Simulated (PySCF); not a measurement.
In(Cl)2(NH2) (Cl2H2InN), SMILES [Cl][In]([NH2])[Cl].

Coordinates come from a PBE0-D3(BJ)/def2-SVP optimisation. The def2 effective core potentials stand for the cores of In; spin–orbit coupling is left out. The values are those of a single conformer.

The numbers are results of PBE0-D3(BJ)/def2-SVP (PySCF), not measurements.

Frequencies are harmonic and unscaled.

Task: Give all harmonic wavenumbers and intensities. (The exact figures need the calculation; the answer reports its results.)

Result: 
```
mode  ν (cm⁻¹)  IR (km/mol)  Raman (Å⁴/amu)  depolarisation  moving atoms (share of kinetic energy)
----  --------  -----------  --------------  --------------  --------------------------------------
1           95          8.1             2.7            0.74                        Cl 78 %, In 19 %
2          107          6.6             3.7            0.75        N 54 %, H 19 %, Cl 16 %, In 11 %
3          117         10.0             0.6            0.42                In 38 %, N 30 %, Cl 24 %
4          258         22.6             0.5            0.75                                  H 95 %
5          357         10.4            20.4            0.09                         Cl 83 %, In 9 %
6          390         65.6             3.8            0.75                        Cl 70 %, In 29 %
7          429        160.9             7.8            0.10                          H 65 %, N 28 %
8          634         30.0            17.2            0.26                 N 62 %, H 27 %, In 12 %
9          806         43.8             0.5            0.75                          H 90 %, N 10 %
10        1517         11.0             2.0            0.69                           H 91 %, N 9 %
11        3570         32.9           181.4            0.10                                  H 96 %
12        3682         35.1           100.7            0.75                           H 91 %, N 9 %
```
